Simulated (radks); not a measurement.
Valence configurations of the bromine ion Br+ (all share [Ar]). Method: scalar-relativistic Kohn-Sham, PBE, spin-polarised, spherical densities, point nucleus; open shells are filled with parallel spins first; computed with a radial shooting solver on a logarithmic mesh with Libxc functionals. Order these by energy: 3d8.5 4s2 4p5.5; 3d9.5 4s2 4p4.5; 3d8 4s2 4p6; 3d8.5 4s1.5 4p6; 3d10 4p6; 3d10 4s0.5 4p5.5; 3d9 4s2 4p5; 3d10 4s1.5 4p4.5; 3d10 4s2 4p4; 3d10 4s1 4p5.

Answer. From the lowest, in eV above it: 3d10 4s2 4p4 0.000; 3d10 4s1.5 4p4.5 6.465; 3d10 4s1 4p5 12.945; 3d10 4s0.5 4p5.5 20.219; 3d10 4p6 27.055; 3d9.5 4s2 4p4.5 31.820; 3d9 4s2 4p5 66.084; 3d8.5 4s2 4p5.5 102.85; 3d8.5 4s1.5 4p6 109.93; 3d8 4s2 4p6 142.16. NIST lists [Ar] 3d10 4s2 4p4 as the ground configuration; this level of theory agrees among the configurations tried. The energies are those of spherical high-spin densities, not of single terms.
